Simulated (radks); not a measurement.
The numbers below are computed, except where a source is named.
Problem. Species: Dy XXIX. Configuration: [Ar] 3d10 4s2 4p4 4d2 4f2 (not the ground configuration). Level of theory: non-relativistic Kohn-Sham, BLYP, spin-polarised, spherical densities, point nucleus; open shells are filled with parallel spins first (spin-orbit coupling, left out, can overturn this in heavy ions); relativity is left out, which matters for an element this heavy (a radial shooting solver on a logarithmic mesh with Libxc functionals). Some entries of the table are withheld. Estimate them.

| orbital | occ. | eigenvalue (Ry) | <1/r> (bohr^-1) |
|---|---|---|---|
| 1s up | 1 | -3763.300 | 65.46 |
| 1s down | 1 | -3763.197 | 65.46 |
| 2s up | 1 | -663.8169 | 15.26 |
| 2s down | 1 | -663.6162 | 15.26 |
| 2p up | 3 | -636.2681 | 15.28 |
| 2p down | 3 | -636.0690 | 15.29 |
| 3s up | 1 | -200.5420 | 5.832 |
| 3s down | 1 | -200.1819 | 5.840 |
| 3p up | 3 | -188.2629 | 5.777 |
| 3p down | 3 | -187.9043 | 5.784 |
| 3d up | 5 | -165.5799 | 5.683 |
| 3d down | 5 | -165.2438 | 5.688 |
| 4s up | 1 | -87.18403 | 2.772 |
| 4s down | 1 | -86.07660 | 2.763 |
| 4p up | 3 | -82.04214 | 2.712 |
| 4p down | 1 | -80.94388 | 2.704 |
| 4d up | 2 | -72.90365 | 2.594 |
| 4d down | 0 | -71.83340 | 2.588 |
| 4f up | 2 | -61.73495 | (1) |
| 4f down | 0 | -60.75532 | (2) |
| 5s up | 0 | -48.36053 | 1.578 |
| 5s down | 0 | -48.08587 | 1.557 |
| 5p up | 0 | -45.99369 | 1.542 |
| 5p down | 0 | -45.74562 | 1.521 |

Solution. 
(1) 4f up <1/r> (bohr^-1): 2.381
(2) 4f down <1/r> (bohr^-1): 2.385
